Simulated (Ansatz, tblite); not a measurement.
Cost and result up the ladder for `[Cu][S]c1ccc(C#Cc2ccc(C#Cc3ccccc3)cc2)cc1` (37 atoms). The state is a singlet with charge 0. Geometry: PBE-D4/def2-SVP.

Ansatz on 2 threads of AMD EPYC 7R13 on a shared host and a share (18 GiB) of an NVIDIA H100 80GB HBM3; xTB runs through tblite on one thread. Times are rough, summed over both states, and most runs start from the orbitals of an earlier one. No level here is sound enough to serve as a yardstick. The other state is a triplet.

The xTB rows come from tblite. Single mean-field runs in def2-TZVP are fitted with def2-universal-jkfit.

xTB has no spin-polarisation term.

```csv
level,functions,wall time,vertical triplet (eV),remarks
GFN1-xTB,132,0.18 s,2.23,–
GFN2-xTB,119,0.19 s,2.22,–
PBE-D4/def2-TZVP,842,15 s,1.40,restricted SCF unstable in HF (singlet)
PBE0-D4/def2-TZVP (with forces),842,27 s,1.78,restricted SCF unstable in HF (singlet)
```
